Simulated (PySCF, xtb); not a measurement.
5-fluorofuran-3-one (C4H3FO2), SMILES C1C(COC=1F)=O.

xtb with GFN2-xTB at its own geometry gives an orbital gap of 3.48 eV and a dipole moment of 1.76 D.

Geometry optimised at PBE0-D3(BJ)/def2-SVP. Other conformers were not sampled.

What does PySCF with B3LYP/def2-TZVP give? (Estimate from the structure and the level; the computed values follow.)

gap 5.88 eV (levels -7.27 and -1.39 eV), dipole 2.15 D.
